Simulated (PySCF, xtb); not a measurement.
C5H7FO, SMILES C1C=C[C@@]1(F)OC.

GFN2-xTB (xtb) at its own geometry gives an orbital gap of 4.59 eV and a dipole moment of 3.65 D.

Coordinates come from a B3LYP-D3(BJ)/def2-SVP optimisation. The structure was generated by enumeration; whether it is a known compound was not checked. The values are those of a single conformer.

### Question
What does PBE/def2-TZVP in PySCF give? (An estimate is asked for; the answer gives what the named calculation found.)

### Answer
gap 4.68 eV (levels -6.09 and -1.41 eV), dipole 2.75 D.
